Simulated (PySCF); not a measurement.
## Working out the ionisation energy of W

W [Xe] 4f14 5d4 6s2 (5D) → W⁺ [Xe] 4f14 5d4 6s1 (6D). Computed with PySCF 2.14 in def2-TZVP with the def2 core potential (60 electrons) (6s4p3d1f, 40 functions), with a scalar-relativistic core potential. Frozen: 5s2 5p6. Energies in hartree (1 hartree = 27.21139 eV):

```tsv
part	W (lower)	W⁺ (upper)
UHF	-66.317561	-66.101676
MP2 opposite-spin	-0.039989	0.000000
MP2 same-spin	-0.037591	-0.037462
```

Task: What does Hartree-Fock give?

Result: (-66.101676) − (-66.317561) = 0.215885 hartree = 5.875 eV.

Task: What do MP2 and SCS-MP2 (6/5 opposite-spin, 1/3 same-spin) give?

Result: The opposite-spin parts differ by 1.088 eV and the same-spin parts by 0.004 eV. MP2: 5.875 + (1.088) + (0.004) = 6.967 eV. SCS-MP2: 5.875 + 1.2 × (1.088) + (0.004)/3 = 7.182 eV.

Measured between the centres of the two terms (NIST): 7.825 eV, so MP2 (valence) is off by -0.858 eV.

What remains against the reference includes basis incompleteness, the frozen core and correlation beyond second order.
